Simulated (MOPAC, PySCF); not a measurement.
AlI₃, SMILES `[I][Al]([I])[I]`, neutral singlet in the gas phase. 

Cartesian coordinates (Å):
```xyz
4

I     -2.0798    -1.3230    -0.1044
Al     0.0000     0.0000     0.0001
I     -0.1044     2.4649    -0.0059
I      2.1842    -1.1419     0.1101
```
Charge 0, multiplicity 1.

All levels are single points at this geometry (B3LYP-D3(BJ)/def2-SVP); Pople sets use spherical d functions. Orbital energies aren't observables, and empty levels follow the basis.

```
level                                    HOMO (eV)  LUMO (eV)  gap (eV)  dipole (D)  vertical IE, Delta-SCF (eV)
---------------------------------------  ---------  ---------  --------  ----------  ---------------------------
B3LYP-D3(BJ)/def2-TZVP in PySCF              -7.47      -2.24      5.24        0.00                         9.28
M06-2X/def2-TZVP in PySCF                    -8.89      -1.44      7.45        0.00                         9.88
B3LYP/6-311+G** (LANL2DZ on I) in PySCF      -7.60      -2.35      5.25        0.00                            –
B3LYP/6-31G* (LANL2DZ on I) in PySCF         -7.60      -2.33      5.28        0.00                         9.49
B3LYP/LANL2DZ in PySCF                       -7.74      -2.60      5.14        0.00                            –
M06-2X/6-31G* (LANL2DZ on I) in PySCF        -8.75      -1.60      7.15        0.00                            –
PBE/6-31G* (LANL2DZ on I) in PySCF           -6.77      -2.89      3.88        0.00                         9.18
SVWN5/6-31G* (LANL2DZ on I) in PySCF         -6.83      -3.06      3.77        0.00                         9.26
HF/6-31G* (LANL2DZ on I) in PySCF           -10.29       0.64     10.92        0.00                         9.96
AM1 in MOPAC                                -10.88      -2.90      7.98        0.00                            –
PM3 in MOPAC                                 -9.79      -5.01      4.77        0.00                            –
PM6 in MOPAC                                 -9.93      -0.98      8.95        0.00                            –
PM7 in MOPAC                                 -9.32      -2.41      6.91        0.00                            –
```
